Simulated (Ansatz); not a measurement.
Ansatz (a program for electronic structure) input (B3LYP-D3(BJ)/def2-TZVP):

Ansatz 0.2 input:
```yaml
crystal:
  periodic: [false, false, false]
  atoms:
    - {symbol: Ge, position_ang: [-0.30245038, -0.42136406, -0.55781750]}
    - {symbol: H, position_ang: [0.44290000, -0.99538473, 0.92182277]}
    - {symbol: H, position_ang: [-1.17006323, 0.78585705, 0.37135101]}
    - {symbol: H, position_ang: [1.01901622, 0.71357246, -0.75887242]}
basis:
  gaussian:
    orbitals: def2-TZVP
hamiltonian:
  xc: b3lyp
  dispersion: d3bj
total_charge: -1
relax: {f_tol: 0.002, max_steps: 150}
```

End of the output:

```
integrals: 0.01 GiB planned
521 factors; their error is unknown
mean field: 0.14 GiB planned
mean field evaluation 16: about -56568.4173 eV, gradient 1.5e-1 eV
mean field -56568.41743029 eV, -2078.8509971126 hartree, gradient 1.6e-5 eV, S^2 0.000000; 0 other end points of the search recorded, 0 dependent functions left out
the calculation of the forces begins
reference -56568.41762980 eV, -2078.8510044444 hartree; 18, 18 occupied and 48, 48 virtual orbitals, 521 factors
relax step   2: F+E_penalty+E_count = -56568.48482771 eV  Δ(F+E_penalty+E_count) = -1.924e-1 eV  max|allowed force component| = 3.898e-1 eV/Å  Δτ_max = 0.1483 Å  (26 SCF iters, accepted)
these checks for a lower state are left out or cut short: starts, cluster_reference, orbital_swaps, neighbouring_geometries, increment
integrals: 0.01 GiB planned
521 factors; their error is unknown
mean field: 0.14 GiB planned
mean field -56568.44403692 eV, -2078.8519748885 hartree, gradient 4.0e-5 eV, S^2 0.000000; 0 other end points of the search recorded, 0 dependent functions left out
the calculation of the forces begins
reference -56568.44423631 eV, -2078.8519822157 hartree; 18, 18 occupied and 48, 48 virtual orbitals, 521 factors
relax step   3: F+E_penalty+E_count = -56568.51173707 eV  Δ(F+E_penalty+E_count) = -2.691e-2 eV  max|allowed force component| = 6.675e-2 eV/Å  Δτ_max = 0.0517 Å  (22 SCF iters, accepted)
these checks for a lower state are left out or cut short: starts, cluster_reference, orbital_swaps, neighbouring_geometries, increment
integrals: 0.01 GiB planned
521 factors; their error is unknown
mean field: 0.14 GiB planned
mean field -56568.44434602 eV, -2078.8519862475 hartree, gradient 4.0e-5 eV, S^2 0.000000; 0 other end points of the search recorded, 0 dependent functions left out
the calculation of the forces begins
reference -56568.44454561 eV, -2078.8519935822 hartree; 18, 18 occupied and 48, 48 virtual orbitals, 521 factors
relax step   4: F+E_penalty+E_count = -56568.51208918 eV  Δ(F+E_penalty+E_count) = -3.521e-4 eV  max|allowed force component| = 8.903e-3 eV/Å  Δτ_max = 0.0033 Å  (24 SCF iters, accepted)
these checks for a lower state are left out or cut short: starts, cluster_reference, orbital_swaps, neighbouring_geometries, increment
integrals: 0.01 GiB planned
521 factors; their error is unknown
mean field: 0.14 GiB planned
mean field evaluation 32: about -56568.4443 eV, gradient 3.4e-2 eV
mean field -56568.44434644 eV, -2078.8519862629 hartree, gradient 1.9e-5 eV, S^2 0.000000; 0 other end points of the search recorded, 0 dependent functions left out
the calculation of the forces begins
reference -56568.44454606 eV, -2078.8519935989 hartree; 18, 18 occupied and 48, 48 virtual orbitals, 521 factors
relax step   5: F+E_penalty+E_count = -56568.51209647 eV  Δ(F+E_penalty+E_count) = -7.295e-6 eV  max|allowed force component| = 1.150e-5 eV/Å  Δτ_max = 0.0005 Å  (17 SCF iters, accepted)
integrals: 0.01 GiB planned
521 factors; their error is unknown
mean field: 0.14 GiB planned
mean field -56568.44434644 eV, -2078.8519862629 hartree, gradient 1.9e-5 eV, S^2 0.000000; 1 other end points of the search recorded, 0 dependent functions left out
the calculation of the forces begins
reference -56568.44454606 eV, -2078.8519935989 hartree; 18, 18 occupied and 48, 48 virtual orbitals, 521 factors
Total energy: -56568.51229610 eV, -2078.8544833668 hartree
Atom 0 at    -0.266084    -0.367850    -0.491189 Å, force    -0.000003    -0.000007    -0.000011 eV/Å
Atom 1 at     0.413758    -0.955920     0.863032 Å, force     0.000004    -0.000002     0.000007 eV/Å
Atom 2 at    -1.120067     0.737619     0.339821 Å, force    -0.000004     0.000006     0.000005 eV/Å
Atom 3 at     0.961795     0.668832    -0.735180 Å, force     0.000004     0.000003    -0.000000 eV/Å
Dipole moment:    -0.093643    -0.138112    -0.172513 e Å
```

Whether it binds its extra electron was not tested at this geometry.
